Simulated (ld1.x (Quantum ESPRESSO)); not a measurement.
# Before and after: TM semilocal potential for samarium (Sm)

samarium, norm-conserving Troullier–Martins (semilocal form), made with ld1.x (Quantum ESPRESSO) 7.5 (PBEsol, scalar-relativistic). Core [Kr] 4d10 5s2, reference 4f6 5p6 5d0 6s2 6p0. Waves: 6s (bound): rc 3.90 bohr; 5d (bound, empty): rc 3.35 bohr; 4f (bound): rc 0.70 bohr; 5p (bound): rc 2.60 bohr. Local part: the p channel. Core correction: none.

Change: wave 5p (bound): rc 2.60 bohr becomes 5p (bound): rc 3.80 bohr.

Cutoffs: the cutoffs (Ry, on a coarse ladder) from which the occupation-weighted sum of valence levels, in a spherical-Bessel basis at the reference potential, stays within 10 and 1 mRy of its value at 400 Ry; they do not see the model core or the augmentation charge, which bear on the density cutoff. Errors are all-electron minus pseudo energies relative to the spin-unpolarised reference configuration.

Problem. How do hardness, ghosts and transferability respond?

Solution. Of the 6 tests that both files solve, the error grows in 1 and shrinks in 1 by more than 15 % and 0.3 meV (median size 105.9 → 109.0 meV); the range in which the p phases agree widens (upper end -0.2 → 1.6); neither file shows a bound ghost at the reference potential, the only one tested. A semilocal file is local in each channel, so a ghost entry of none says nothing of the separable form that plane-wave codes build from it.

```csv
quantity,base,changed
"cutoff, loose",over 300 Ry,over 300 Ry
"cutoff, tight",over 300 Ry,over 300 Ry
loose cutoff by channel (10 mRy a level),"s 6 Ry, f over 300 Ry, p 12 Ry","s 6 Ry, f over 300 Ry, p 10 Ry"
bound ghosts,none,none
"tests counted (converged, no solver errors)",6 of 7,6 of 7
"error for 4f6 5p6 5d0 6s1 6p0, meV [ΔE 5.96 eV]",-1.4,-1.6
"error for 4f6 5p6 5d0 6s0 6p0, meV [ΔE 16.95 eV]",-9.8,-15
"error for 4f5 5p6 5d0 6s0 6p0, meV [ΔE 40.83 eV]",+237,+203
"error for 4f4 5p6 5d0 6s0 6p0, meV [ΔE 82.87 eV]",+334,+244
"error for 4f7 5p6 5d0 6s0 6p0, meV [ΔE 7.95 eV]",-202,-210
"error for 4f6 5p6 5d0 6s1.5 6p0, meV [ΔE 2.38 eV]",-0.6,-0.6
s: phases at 4.23 bohr within 0.05 rad from the reference energy up to (Ry; the scan ends near 5),0.9,0.9
p: phases at 4.23 bohr within 0.05 rad from the reference energy up to (Ry; the scan ends near 5),-0.2,1.6
d: phases at 4.23 bohr within 0.05 rad from the reference energy up to (Ry; the scan ends near 5),0.9,0.9
f: phases at 4.23 bohr within 0.05 rad from the reference energy up to (Ry; the scan ends near 5),to the end of the scan,to the end of the scan
```

Base: Tests not counted: 4f6 5p6 5d0 6s0 6p1 (solver errors, printed error -7.6 eV). These tests converged, but a pseudo level misses the all-electron one widely, so the file describes the atom poorly there or has found another state: 4f6 5p6 5d0 6s1 6p0: empty 6p by 3.7 eV; 4f6 5p6 5d0 6s0 6p0: empty 6p by 6.8 eV. ld1.x printed “convergence not achieved” for 2 of the counted tests; their residual had stalled under 1e-8, short of the target of 1e-14. Changed file: Tests not counted: 4f6 5p6 5d0 6s0 6p1 (solver errors, printed error -7.3 eV). These tests converged, but a pseudo level misses the all-electron one widely, so the file describes the atom poorly there or has found another state: 4f6 5p6 5d0 6s1 6p0: empty 6p by 3.7 eV; 4f6 5p6 5d0 6s0 6p0: empty 6p by 6.8 eV. ld1.x printed “convergence not achieved” for 2 of the counted tests; their residual had stalled under 1e-8, short of the target of 1e-14.
